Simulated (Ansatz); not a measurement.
CHClFNSi (`FC1=N[SiH]1Cl`). The species carries charge 0 and has multiplicity 1.

```xyz
6

F     1.4565   -1.5042    1.0922
C     0.5815   -0.8008    0.4164
N    -0.5189   -1.1911   -0.0829
Si   -0.2420    0.5390   -0.3639
Cl   -1.3326    1.9098    0.6480
H     0.0554    1.0473   -1.7099
```

Task: List the harmonic frequencies (cm⁻¹, unscaled) at PBE0-D4/def2-TZVP in Ansatz. (Best estimate.)

Result: Ansatz gave: 141, 229, 375, 447, 550, 598, 732, 786, 832, 1320, 1678, 2309.

Task: Is this a minimum?

Result: Yes, all 12 modes are real.

Task: Give the ideal-gas thermochemistry at 298.15 K and 1 bar (rigid rotor, harmonic oscillator; point group C1, symmetry number 1).

Result: Zero-point energy 59.8 kJ/mol; H(298) − E = 76.0 kJ/mol; entropy 314.9 J/(mol·K), of which translation 167.4, rotation 112.9, vibration 34.5; G(298) − E = -17.9 kJ/mol.

Task: And at 400, 500, 600, 800 and 1000 K?

Result: 
```csv
T (K),H − E (kJ/mol),S (J/mol/K),G − E (kJ/mol)
400,84.7,339.9,-51.3
500,94.2,361.1,-86.3
600,104.4,379.7,-123.4
800,126.4,411.3,-202.6
1000,149.7,437.3,-287.5
```

Task: Rotational constants (cm⁻¹)?

Result: 0.3129, 0.05527, 0.05168.
